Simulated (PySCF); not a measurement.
Fill in the blanks.

Species: C5H5FOS.
SMILES: `OCc1ccc(F)s1`

Conformer (atom-mapped SMILES and torsion angles): `[OH:1][CH2:2][c:3]1[cH:4][cH:5][c:6]([F:7])[s:8]1`: O1–C2–C3–C4 87°, H–O1–C2–C3 60°.

```tsv
property	level	value
point group of the GFN2-xTB geometry	GFN2-xTB	C1
rotational constants A, B, C of the GFN2-xTB geometry	GFN2-xTB	?
dipole moment	PBE0/def2-SVPD	?
HOMO energy	PBE0/def2-SVPD	?
LUMO energy	PBE0/def2-SVPD	?
lowest singlet excitation	TDDFT PBE0/def2-SVPD	5.31 eV (234 nm, f = 0.036)
strongest line among the 6 lowest singlet transitions	TDDFT PBE0/def2-SVPD	S2 at 5.49 eV (226 nm, f = 0.093)
lowest triplet excitation (Tamm–Dancoff)	TDA PBE0/def2-SVPD	3.56 eV
static isotropic polarisability	PBE0/def2-SVPD	?
electronic spatial extent ⟨r²⟩ about the centre of nuclear charge	PBE0/def2-SVPD	1177 bohr²
13C chemical shifts (computed TMS as zero) by class	GIAO PBE0/pcSseg-1	178.3 (1 C), 142.5 (1 C), 129.6 (1 C), 112.9 (1 C), 64.6 (1 C) ppm
1H chemical shifts (computed TMS as zero) by class	GIAO PBE0/pcSseg-1	7.00 (1 H), 6.60 (1 H), 4.78 (2 H), 0.34 (1 H) ppm
isotropic shieldings of nuclei other than C and H, by class	GIAO PBE0/pcSseg-1	?
```

Electronic properties: PySCF, gas phase, density fitting.

(1) Give the dipole moment.

(2) The static isotropic polarisability?

(3) The isotropic shieldings of nuclei other than C and H, by class?

(4) Give the LUMO energy.

(5) Give the HOMO energy.

(6) The rotational constants A, B, C of the GFN2-xTB geometry?

Answers

(1) 0.62 D.

(2) 79.7 au.

(3) 264 (1 O), 301 (1 F), 322 (1 S) ppm.

(4) -0.81 eV.

(5) -6.91 eV.

(6) 4.232, 1.101, 0.935 GHz.

In wavenumbers S1 is 42800 cm⁻¹ (1 eV = 8065.54 cm⁻¹). A dipole of 0.62 D is allowed in C1, and pure rotational transitions are dipole-allowed. The principal polarisabilities are 56.7, 85.2 and 97.2 au; their mean is the isotropic value. With B = h/(8π²I), that is 505.379 GHz u Å² over I, the principal moments of inertia are 119.4, 459.0 and 540.3 u Å² (most abundant isotopes); the inertial defect Ic − Ia − Ib is -38.1 u Å² (zero for a rigid planar frame, negative otherwise). No computed singlet falls in the visible range (750 to 380 nm, 1.65 to 3.26 eV); S1 lies 2.05 eV above its blue end. The polarisability is 11.81 Å³ as a volume (1 au = 0.148185 Å³), or 1.17 au for each of the 68 electrons.

For the NMR shielding job (PBE0/pcSseg-1), hardware: one thread of an Arm Neoverse N1, shared host with 64 logical CPUs at a one-minute load of 56. Cost: 34 s of wall time, 0.77 GiB resident at most.

One conformer stands for the species.
